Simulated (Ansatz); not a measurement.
Job for Ansatz (a first-principles code): R-PBE0/def2-TZVPP on CH3 (SMILES [CH3+]). Charge +1.

Ansatz 0.2 input:
```yaml
crystal:
  periodic: [false, false, false]
  atoms:
    - {symbol: C, position_ang: [-0.00000002, 0.00000001, -0.00000000]}
    - {symbol: H, position_ang: [1.03258298, -0.34124437, 0.10394151]}
    - {symbol: H, position_ang: [-0.81060201, -0.72813641, -0.07887315]}
    - {symbol: H, position_ang: [-0.22198096, 1.06938077, -0.02506837]}
basis:
  gaussian:
    orbitals: def2-TZVPP
hamiltonian:
  xc: {name: PBE0}
total_charge: 1
accuracy: high
phonons: {}
scf: {lower_state_search: off}
```

It printed:

```
WARN ansatz: RAYON_NUM_THREADS=2 ignored (pool sized by the plan → 2); use --threads N
Functional definition: PBE0
these checks for a lower state are left out or cut short: stability, starts, cluster_reference, orbital_swaps, neighbouring_geometries, increment
integrals: 0.06 GiB planned
1297 factors; integrals over basis functions are off by at most 2.0e-9 eV
mean field: 0.17 GiB planned
mean field evaluation 1: about -1070.5549 eV, gradient 3.3e1 eV
mean field evaluation 2: about -1071.7931 eV, gradient 2.3e1 eV
mean field evaluation 4: about -1073.0605 eV, gradient 1.6e-2 eV
mean field evaluation 8: about -1073.0595 eV, gradient 2.1e-5 eV
mean field -1073.05948709 eV, -39.4342088048 hartree, gradient 1.4e-8 eV, S^2 0.000000; 0 other end points of the search recorded, 0 dependent functions left out
the calculation of the forces begins
reference -1073.05948904 eV, -39.4342088765 hartree; 4, 4 occupied and 69, 69 virtual orbitals, 1297 factors
these checks for a lower state are left out or cut short: stability, starts, cluster_reference, orbital_swaps, neighbouring_geometries, increment
integrals: 0.06 GiB planned
1297 factors; integrals over basis functions are off by at most 1.9e-9 eV
mean field: 0.17 GiB planned
mean field evaluation 16: about -1073.0593 eV, gradient 1.5e-1 eV
mean field -1073.05934502 eV, -39.4342035836 hartree, gradient 1.7e-8 eV, S^2 0.000000; 0 other end points of the search recorded, 0 dependent functions left out
the calculation of the forces begins
reference -1073.05934697 eV, -39.4342036554 hartree; 4, 4 occupied and 69, 69 virtual orbitals, 1297 factors
these checks for a lower state are left out or cut short: stability, starts, cluster_reference, orbital_swaps, neighbouring_geometries, increment
integrals: 0.06 GiB planned
1297 factors; integrals over basis functions are off by at most 2.0e-9 eV
mean field: 0.17 GiB planned
mean field -1073.05934461 eV, -39.4342035686 hartree, gradient 1.8e-8 eV, S^2 0.000000; 0 other end points of the search recorded, 0 dependent functions left out
the calculation of the forces begins
reference -1073.05934656 eV, -39.4342036404 hartree; 4, 4 occupied and 69, 69 virtual orbitals, 1297 factors
these checks for a lower state are left out or cut short: stability, starts, cluster_reference, orbital_swaps, neighbouring_geometries, increment
integrals: 0.06 GiB planned
1297 factors; integrals over basis functions are off by at most 2.0e-9 eV
mean field: 0.17 GiB planned
mean field evaluation 32: about -1073.0594 eV, gradient 1.0e-8 eV
mean field -1073.05944474 eV, -39.4342072483 hartree, gradient 1.0e-8 eV, S^2 0.000000; 0 other end points of the search recorded, 0 dependent functions left out
the calculation of the forces begins
reference -1073.05944669 eV, -39.4342073201 hartree; 4, 4 occupied and 69, 69 virtual orbitals, 1297 factors
these checks for a lower state are left out or cut short: stability, starts, cluster_reference, orbital_swaps, neighbouring_geometries, increment
integrals: 0.06 GiB planned
1297 factors; integrals over basis functions are off by at most 1.9e-9 eV
mean field: 0.17 GiB planned
mean field -1073.05944467 eV, -39.4342072458 hartree, gradient 1.5e-8 eV, S^2 0.000000; 0 other end points of the search recorded, 0 dependent functions left out
the calculation of the forces begins
reference -1073.05944662 eV, -39.4342073176 hartree; 4, 4 occupied and 69, 69 virtual orbitals, 1297 factors
these checks for a lower state are left out or cut short: stability, starts, cluster_reference, orbital_swaps, neighbouring_geometries, increment
integrals: 0.06 GiB planned
1297 factors; integrals over basis functions are off by at most 2.0e-9 eV
mean field: 0.17 GiB planned
mean field -1073.05942122 eV, -39.4342063842 hartree, gradient 1.8e-8 eV, S^2 0.000000; 0 other end points of the search recorded, 0 dependent functions left out
the calculation of the forces begins
reference -1073.05942318 eV, -39.4342064560 hartree; 4, 4 occupied and 69, 69 virtual orbitals, 1297 factors
these checks for a lower state are left out or cut short: stability, starts, cluster_reference, orbital_swaps, neighbouring_geometries, increment
integrals: 0.06 GiB planned
1297 factors; integrals over basis functions are off by at most 2.0e-9 eV
mean field: 0.17 GiB planned
mean field -1073.05942156 eV, -39.4342063964 hartree, gradient 1.5e-8 eV, S^2 0.000000; 0 other end points of the search recorded, 0 dependent functions left out
the calculation of the forces begins
reference -1073.05942351 eV, -39.4342064682 hartree; 4, 4 occupied and 69, 69 virtual orbitals, 1297 factors
these checks for a lower state are left out or cut short: stability, starts, cluster_reference, orbital_swaps, neighbouring_geometries, increment
integrals: 0.06 GiB planned
1297 factors; integrals over basis functions are off by at most 2.0e-9 eV
mean field: 0.17 GiB planned
mean field -1073.05945637 eV, -39.4342076758 hartree, gradient 1.9e-8 eV, S^2 0.000000; 0 other end points of the search recorded, 0 dependent functions left out
the calculation of the forces begins
reference -1073.05945832 eV, -39.4342077476 hartree; 4, 4 occupied and 69, 69 virtual orbitals, 1297 factors
these checks for a lower state are left out or cut short: stability, starts, cluster_reference, orbital_swaps, neighbouring_geometries, increment
integrals: 0.06 GiB planned
1297 factors; integrals over basis functions are off by at most 2.0e-9 eV
mean field: 0.17 GiB planned
mean field evaluation 64: about -1073.0595 eV, gradient 1.2e-8 eV
mean field -1073.05945635 eV, -39.4342076750 hartree, gradient 1.2e-8 eV, S^2 0.000000; 0 other end points of the search recorded, 0 dependent functions left out
the calculation of the forces begins
reference -1073.05945830 eV, -39.4342077468 hartree; 4, 4 occupied and 69, 69 virtual orbitals, 1297 factors
Total energy: -1073.05948904 eV, -39.4342088765 hartree
Atom 0 at    -0.000000     0.000000     0.000000 Å, force     0.000000    -0.000000     0.000000 eV/Å
Atom 1 at     1.032583    -0.341244     0.103942 Å, force     0.000007    -0.000002     0.000001 eV/Å
Atom 2 at    -0.810602    -0.728136    -0.078873 Å, force    -0.000006    -0.000005    -0.000001 eV/Å
Atom 3 at    -0.221981     1.069381    -0.025068 Å, force    -0.000002     0.000008    -0.000000 eV/Å
Dipole moment:     0.000000    -0.000000     0.000000 e Å
Vibrations: 1406.03 1406.03 1416.64 3032.32 3230.30 3230.30 cm⁻¹, zero-point energy 0.850633 eV
Checks for a lower state left out: stability, starts, cluster_reference, orbital_swaps, neighbouring_geometries, increment
```

The run converged.

Cost: about 6 core-seconds (a rough figure).
